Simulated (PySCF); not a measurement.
Na(OH) (HNaO), SMILES [OH][Na]. Geometry: PBE0-D3(BJ)/def2-TZVPD. The isomer is the one that the SMILES or the coordinates give; other isomers of the formula were not compared.

The numbers are results of PBE0-D3(BJ)/def2-TZVPD in PySCF 2.14.0, not measurements.

Harmonic wavenumbers (cm⁻¹): 178, 178, 566, 4001. Rotational constants (GHz): 12.71 (linear); symmetry number 1.

Problem. Work out the zero-point energy and the ideal-gas rigid-rotor harmonic-oscillator thermochemistry at 298.15 K and 1 atm.

Solution. ZPE = ½ Σ hcν = ½ × 4923 cm⁻¹ = 7.04 kcal/mol. H − E(el) = 9.97 kcal/mol. Entropy in cal/(mol K): translation 36.99, rotation 14.29, vibration 5.21, total 56.48. G − E(el) = -6.87 kcal/mol. Cp = 11.80 cal/(mol K).
